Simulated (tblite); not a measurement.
Species: C7H14P (charge -1).
Numbering: `[CH2:1]=[CH:2][P-:3][CH2:4][C:5]([CH3:6])([CH3:7])[CH3:8]` (hydrogens: H9, H10 on C1; H11 on C2; H12, H13 on C4; H14, H15, H16 on C6; H17, H18, H19 on C7; H20, H21, H22 on C8)

The geometry is computed with GFN2-xTB (gas phase).

Task: List the bond lengths, angles and torsions at this level.

Result: 
| bond | length (Å) |
| --- | --- |
| C1=C2 | 1.344 |
| C2–P3 | 1.766 |
| P3–C4 | 1.886 |
| C4–C5 | 1.537 |
| C5–C6, C5–C7, C5–C8 | 1.529 |
| C1–H9 | 1.078 |
| C1–H10 | 1.083 |
| C2–H11 | 1.089 |
| C4–H12, C4–H13 | 1.096 |
| C6–H14 and 8 like bonds | 1.090 |

Bonds in one row agree within 0.01 Å and their mean is given. A selection of angles:
| angle | degrees |
| --- | --- |
| C1–C2–P3 | 126.5 |
| C2–P3–C4 | 98.8 |
| P3–C4–C5 | 116.4 |
| C4–C5–C6 | 110.1 |
| C6–C5–C7 | 109.2 |

Torsions: C1–C2–P3–C4 -176° (antiperiplanar); C2–P3–C4–C5 95° (anticlinal); P3–C4–C5–C6 -61° (synclinal). The mirror-image conformer, all signs reversed, is as good.

C2 (alkene CH carbon) is planar (angles 126.5°, 118.1° and 115.4°, sum 360.0°, 0.01 Å off the plane of its three neighbours). Of the pairs four or more bonds apart, P3···H17 is among the closest relative to their van der Waals radii: 2.72 Å, 91 % of the sum of Bondi's values. P3 (phosphorus bonded to 2 C) is bent (angle 98.8°). The C–P distances run from 1.766 Å (C2–P3, drawn single) to 1.886 Å (P3–C4, drawn single), a spread of 0.120 Å. The C–C distances run from 1.344 Å (C1=C2, drawn double) to 1.537 Å (C4–C5, drawn single), a spread of 0.193 Å. C1 (terminal =CH2 carbon) is planar (angles 121.9°, 121.5° and 116.6°, sum 360.0°, 0.00 Å off the plane of its three neighbours).

Point group: C1 (no symmetry element, even within 0.4 Å). Its GFN2-xTB frequencies are all real (lowest 49 cm⁻¹).

On one thread of an AMD EPYC 7B13 (shared host), this took 0.85 s. These figures are those of the optimisation.
